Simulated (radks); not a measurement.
Results of a calculation; reference values are marked as such.
Q: Ionisation of Rb, [Kr] 5s1, to Rb+, [Kr], under several functionals. Dirac Kohn-Sham, spin-unpolarised, spherical densities, finite nucleus; a radial shooting solver on a logarithmic mesh with Libxc functionals. The NIST Atomic Spectra Database gives 4.177 eV (measured). Rank these functionals by the error of their Delta-SCF ionisation energy: PBEsol; OLYP; PBE; LDA (Slater exchange, VWN5 correlation); BP86.

A: From best to worst: BP86 4.195 eV (+0.018); PBE 4.153 eV (-0.024); OLYP 4.098 eV (-0.079); LDA (Slater exchange, VWN5 correlation) 4.273 eV (+0.096); PBEsol 4.069 eV (-0.108). Spin polarisation and multiplet splitting are left out, so open shells lie too high by an amount that depends on their filling.

Beside tabulated values, note that spin-unpolarised runs miss the spin-polarisation part of the exchange energy of open shells.
